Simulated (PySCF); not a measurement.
The multiplicity is imposed and other spin states were not computed.

Cartesian coordinates (Å):
```xyz
4

Hf     0.0054     0.0597     0.1135
F      1.5202    -0.6858    -0.7966
F     -1.7034     0.1167    -0.7545
F      0.1969     0.7508     1.8917
```
Charge 0, spin multiplicity 2.

Q: What highest occupied spin orbital, dipole moment and total energy does PBE-D3(BJ)/def2-TZVP // TPSS-D3(BJ)/def2-SVP (PySCF 2.14.0) give?

A: 
| Property | Value |
|---|---|
| highest occupied spin orbital | -5.12 eV |
| dipole moment | 0.00 D |
| total energy | -347.6532 Ha |
